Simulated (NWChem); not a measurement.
Species: C₃H₈S; SMILES C(C)(S)C

```xyz
12

C     -0.1048     1.0795     1.2668
C      0.3894     0.3990     0.0000
C     -0.1048     1.0795    -1.2668
S      0.0217    -1.3973     0.0000
H      0.2268     2.1307     1.2983
H     -1.2065     1.0771     1.3078
H      0.2675     0.5692     2.1663
H      1.4931     0.4044     0.0000
H     -1.2065     1.0771    -1.3078
H      0.2675     0.5692    -2.1663
H      0.2268     2.1307    -1.2983
H     -1.3245    -1.2711     0.0000
```
Atoms are numbered in this order, from 1.

Level: PBE0/def2-SVP (NWChem), optimised geometry, unscaled harmonic frequencies. 

```csv
frequency (cm⁻¹),IR intensity (km/mol)
216,17.5
248,0.4
272,0.1
334,4.7
340,0.2
409,0.4
634,3.9
867,8.6
919,1.1
927,1.6
955,0.0
1107,21.3
1153,1.2
1186,3.4
1289,12.3
1325,0.4
1386,11.9
1398,4.0
1452,0.3
1457,3.6
1467,14.8
1474,6.5
2699,5.6
3045,14.8
3049,24.0
3078,3.9
3132,0.1
3137,39.6
3166,7.4
3167,12.5
```

| Item | Value |
|---|---|
| zero-point energy | 64.7 kcal/mol |
| thermal correction to the enthalpy at 298.15 K (with zero-point energy) | 69.0 kcal/mol |
| heat capacity Cv | 20.4 cal/(mol K) |
| entropy at 298.15 K and 1 atm (symmetry number 1) | 74.3 cal/(mol K) |
| dipole moment | 1.63 D |

Rigid rotor and harmonic oscillator.
